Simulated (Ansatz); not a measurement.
Reaction (cleavage of the Si–B bond): `OB(O)[SiH3]` + `[OH][GeH2][O][SiH3]` → `[SiH3][O][GeH2][O][SiH3]` + `OBO`

Computed with Ansatz on PBE0-D4/def2-TZVP structures; ΔE is electronic, products minus reactants. CBS: MP2 limit from def2 TZ/QZ plus the TZ coupled-cluster correction, frozen cores. This one scheme is used for every species. Functionals use def2-TZVPP. For Ge outer-core shells are correlated without core-valence functions, which leaves a few kJ/mol of doubt a bond. Scalar relativity is left out up to krypton. One conformer a species, not always the lowest.

**Question.** Is it downhill or uphill in electronic energy at CCSD(T)/CBS, and by how much? (An estimate is asked.)

**Answer.** Ansatz gave: Downhill: ΔE = -32.8 kcal/mol.

**Question.** What do these levels give: PBE-D4, r2SCAN-D4, ωB97X-V, PBE, PBE0, MP2/def2-TZVPP, SCS-MP2/def2-TZVPP, CCSD(T)/def2-TZVPP, MP2/def2-QZVPP, SCS-MP2/def2-QZVPP, HF/CBS(def2), CCSD/CBS(def2)? (An estimate is asked.)

**Answer.** Ansatz gave: PBE-D4 -26.8, r2SCAN-D4 -31.3, ωB97X-V -31.9, PBE -26.1, PBE0 -28.6, MP2/def2-TZVPP -34.4, SCS-MP2/def2-TZVPP -35.1, CCSD(T)/def2-TZVPP -32.6, MP2/def2-QZVPP -34.7, SCS-MP2/def2-QZVPP -35.4, HF/CBS(def2) -39.2, CCSD/CBS(def2) -33.6 kcal/mol.

Largest T1 diagnostic among the species: 0.014.

In def2-TZVPP, CCSD(T) changes the Hartree–Fock value by +5.9 kcal/mol (the triples alone add +0.8 kcal/mol) and MP2 by +4.1 kcal/mol. From PBE to PBE0 (25 % exact exchange), in def2-TZVPP and without D4, ΔE moves by −2.5 kcal/mol.
